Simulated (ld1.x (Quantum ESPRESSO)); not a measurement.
Results of a calculation; reference values are marked as such.
## Hardness and transferability of assorted potentials

Generated with ld1.x 7.5 (TM, RRKJ, ultrasoft, PAW), atompaw 4.2 or ONCVPSP 4.0.1. The cutoff is in Ry: for ld1.x and atompaw files where the sum of valence levels is converged to 10 mRy in a Bessel basis, for ONCV files where the hardest occupied wave has 1 mHa per electron of residual kinetic energy. The error is the largest all-electron minus pseudo excitation energy over each file’s own four to seven test configurations (ionisations up to +4, promotions, holes and added fractions of an electron), all of which were solved. The labels leave out finer settings (local radius, basis sizes, second energies), which also bear on the numbers. Spin-polarised tests are not counted. The rows are a selection from randomly drawn settings: files with unsolved tests, undetermined cutoffs or missed reference levels are left out.

A true bound ghost makes a file unfit for plane-wave use even where its test errors are small: the radial tests pick states by their node count and pass the ghost by.

| element | potential | cutoff (Ry) | largest error (meV) | bound ghosts |
| --- | --- | --- | --- | --- |
| Ti | TM, LDA (PZ), scalar-relativistic, rc 2.90/1.75/1.80 (spd), local smoothed, core correction yes, reference 3p6 3d2 4s1.75 4p0 | 60 | +291 | none |
| Fe | TM, BLYP, scalar-relativistic, rc 1.70/3.10/1.80 (spd), local s, core correction no, reference 3d6 4s1 4p0 | 80 | -199 | none |
| Cd | TM, LDA (PZ), scalar-relativistic, rc 0.95/1.30/1.75 (spd), local smoothed, core correction yes, reference 4s2 4p6 4d10 5s0 5p0 | 160 | -1009 | none |
| Sn | TM semilocal, PBE, scalar-relativistic, rc 1.80/2.40 (sp), local p, core correction yes, reference 5s2 5p1.5 | 21 | -298 | none |
| Ta | TM, PBE, scalar-relativistic, rc 2.25/1.55/2.10 (spd), local smoothed, core correction no, reference 5p6 5d2 6s0 6p0 | 50 | +202 | s |

(1) Fill in the row for Ga: TM semilocal, PBEsol, scalar-relativistic, rc 1.85/2.50/2.40 (spd), local d, core correction yes, reference 4s1 4p2.

(2) Fill in the row for W: PAW, BP86, scalar-relativistic, rc 2.50/3.60/2.25 (spd), local smoothed, core correction yes, reference 5d4 6s2 6p0.

(3) Fill in the row for Rh: RRKJ, PBE, scalar-relativistic, rc 1.40/1.45/1.30 (spd), local s, core correction no, reference 4s2 4p6 4d7 5s0 5p0.

Answers

(1) cutoff 12 Ry, largest error -96 meV, bound ghosts: none.

(2) cutoff 18 Ry, largest error -165 meV, bound ghosts: none.

(3) cutoff 90 Ry, largest error +1032 meV, bound ghosts: none.
